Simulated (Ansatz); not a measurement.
Cu3H4. The state is a quartet with charge 0. Geometry PBE-D4/def2-SVP; atoms count from 1.

Cartesian coordinates in Å:
```
Cu 1.104 0.490 0.505
Cu 0.482 -0.114 -1.666
Cu -1.121 -0.348 0.225
H -0.438 1.040 0.874
H -2.419 -0.521 1.044
H 0.477 -1.060 -0.051
H 1.915 0.513 -0.931
```

At PBE0-D4/def2-TZVP a doublet of charge 0 lies 2.72 eV below the quartet, each at its own geometry. The structure comes from a short search, and lower isomers may exist.

Estimate the Mulliken populations from the PBE0/def2-TZVP orbitals of Ansatz.


```json
{"atom": "Cu1", "charge (e)": "0.08", "spin (α − β)": "0.47", "d electrons": "9.74"}
{"atom": "Cu2", "charge (e)": "-0.02", "spin (α − β)": "0.88", "d electrons": "9.71"}
{"atom": "Cu3", "charge (e)": "-0.17", "spin (α − β)": "0.55", "d electrons": "9.62"}
{"atom": "H4", "charge (e)": "-0.07", "spin (α − β)": "0.21", "d electrons": "–"}
{"atom": "H5", "charge (e)": "0.14", "spin (α − β)": "0.31", "d electrons": "–"}
{"atom": "H6", "charge (e)": "0.02", "spin (α − β)": "0.34", "d electrons": "–"}
{"atom": "H7", "charge (e)": "0.02", "spin (α − β)": "0.24", "d electrons": "–"}
```
Mulliken values and Mayer orders depend strongly on the basis.

Where does the spin sit?

Summed by element: Cu 1.90, H 1.10, of 3 unpaired in all. Largest on single atoms: Cu2 0.88, Cu3 0.55, Cu1 0.47.

And the Mayer bond orders between bonded heavy atoms (over 0.3)?

Cu1–Cu2 0.46 (2.34 Å); Cu1–Cu3 0.38 (2.39 Å); Cu2–Cu3 0.39 (2.49 Å).
